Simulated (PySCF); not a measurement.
Vibration and rotation of GaN

UHF-CCSD(T) constants of GaN, ³Σ⁻ (triplet), unpaired electrons π ↑↑ (basis Ga x2c-TZVPPall, N x2c-TZVPPall; spin-free X2C with a Gaussian nucleus; PySCF 2.14; masses 68.9256 and 14.0031 u):

* ωe: 515.5 cm⁻¹
* ωexe: 3.17 cm⁻¹
* Be: 0.36314 cm⁻¹
* αe: 0.00328 cm⁻¹
* De to Ga + N: 1.95 eV

Question: What force constant and bond length do these constants imply?

Answer: Reduced mass μred = 11.639 u; k = 5.8918×10⁻⁷·μred·ωe² (u, cm⁻¹, mdyn/Å) = 1.82 mdyn/Å; Re = √(16.8576/(μred·Be)) (u, cm⁻¹, Å) = 1.997 Å.

Question: Estimate the centrifugal constant D from the Kratzer relation and find the Dunham coefficient a1.

Answer: D = 4Be³/ωe² = 7.21e-07 cm⁻¹; a1 = −1 − αeωe/(6Be²) = -3.14.

Correlated steps freeze 10 core orbitals. Spin–orbit coupling is left out. The state is the lowest determinant that a PBE0 search found; another state may lie lower at other levels.
